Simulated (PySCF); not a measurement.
A series of substituents X on one scaffold: SiH2Cl-X. Gas-phase values, no solvent. One relaxed conformer stands for each flexible species; it need not be the lowest. Strings in code marks are SMILES.

Quantity: vertical ionisation energy (energy after one electron is removed minus that of the parent at the parent's geometry), in eV.

Case: `F[SiH2]Cl`. Geometry of `F[SiH2]Cl` (neutral, multiplicity 1, Å):

```xyz
5

F     -0.8579     1.3399    -0.0760
Si    -0.1057    -0.0582    -0.0004
Cl     1.9019     0.2765     0.0387
H     -0.4369    -0.8284    -1.2143
H     -0.5014    -0.7298     1.2521
```

Estimate the vertical ionisation energy (energy after one electron is removed minus that of the parent at the parent's geometry) that B3LYP-D3(BJ)/def2-TZVP // PBE0-D4/def2-TZVP (PySCF) returns for this input.

11.68 eV.
